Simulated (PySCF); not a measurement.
**Correlation energy of Ar⁺ (argon, charge +1)**

[Ne] 3s2 3p5, 2P determinant. Computed with PySCF 2.14 in aug-cc-pV(T+d)Z with one added diffuse shell each of s, p, d, f type (7s6p5d3f, 71 functions), with no relativity, point nucleus. Frozen: [Ne]; 7 electrons correlated.

MP2 pair energies summed by pair of shells (mhartree):

```json
{"pair": "3p-3p", "energy": "-106.46", "share (%)": "63.0"}
{"pair": "3s-3p", "energy": "-53.11", "share (%)": "31.4"}
{"pair": "3s-3s", "energy": "-9.41", "share (%)": "5.6"}
```

Total MP2 correlation energy: -168.97 mhartree.

Same-spin part -38.72 and opposite-spin part -130.25 mhartree; SCS-MP2 scales them by 1/3 and 6/5 to -169.21 mhartree.
